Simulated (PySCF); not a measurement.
Se(Me)(Et) (C3H8Se), SMILES C(C)[Se]C. Coordinates come from a B3LYP-D3(BJ)/def2-SVP optimisation. The values are those of a single conformer.

Computed equilibrium geometry at B3LYP-D3(BJ)/def2-SVP (PySCF confirms it by a frequency run) as a Z-matrix (one conformer of several):
```
C
H 1 1.1010
H 1 1.1012 2 107.16
C 1 1.5223 2 111.26 3 -122.41
H 4 1.1006 1 111.16 2 -59.51
H 4 1.1013 5 107.74 1 122.57
H 4 1.1037 5 108.26 6 115.81
Se 1 1.9732 2 104.12 3 113.62
C 8 1.9612 1 97.46 2 -169.44
H 9 1.0984 8 111.25 1 -64.96
H 9 1.0987 10 109.00 6 164.30
H 9 1.0993 10 110.16 11 119.72
```
